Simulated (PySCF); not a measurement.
CH3Be, multiplicity 2. Atoms are numbered in the order given.

```xyz
5

Be     0.0000     0.0000    -1.2619
C      0.0000     0.0000     0.4257
H      0.8885     0.5130     0.8311
H      0.0000    -1.0260     0.8311
H     -0.8885     0.5130     0.8311
```
Charge 0, spin multiplicity 2.

Coordinates come from a PBE-D3(BJ)/def2-TZVPD optimisation. The spin state was assumed, not searched. The isomer is the one that the SMILES or the coordinates give; other isomers of the formula were not compared.

Method: M06-2X/def2-TZVPD (PySCF).

The molecule is in vacuum.

Estimate the frontier levels, dipole moment and polarisability. (The exact figures need the calculation; the answer reports its results.)


```
Property                                                                                                        Result
---------------------------------------------------------------------------------------------  -----------------------
α spin, highest occupied and lowest empty level                                                     -6.15 and -0.06 eV
β spin, highest occupied and lowest empty level                                                     -9.84 and -3.84 eV
dipole moment                                                                                                   0.26 D
quadrupole, principal values (traceless, Buckingham form, about the centre of nuclear charge)    -3.99, 2.00, 2.00 D·Å
mean static polarisability                                                                        44.2 bohr³ (6.56 Å³)
polarisability, principal values                                                                43.2, 44.8, 44.8 bohr³
⟨S²⟩                                                                                           0.751 (pure state 0.75)
```
